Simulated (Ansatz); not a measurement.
Species: H3GeO2, SMILES `[OH][GeH][OH]` (H–O–Ge–O torsion -35°, O–Ge–O–H torsion 169°) (charge 0, multiplicity 2).

**Question.** Give a relaxed geometry from PBE0-D3(BJ)/def2-TZVP (Ansatz, a first-principles code).

**Answer.** Several could match; the one computed here: the end point of this relaxation, one of several conformers (outside a Z-matrix the atoms follow the SMILES, hydrogens last).
Bond lengths (Å): O1–Ge2 1.773, O1–H4 0.962, Ge2–O3 1.789, Ge2–H5 1.566, O3–H6 0.960. Bond angles (°): Ge2–O1–H4 111.6, O1–Ge2–O3 102.8, O1–Ge2–H5 104.7, O3–Ge2–H5 111.4, Ge2–O3–H6 113.6.
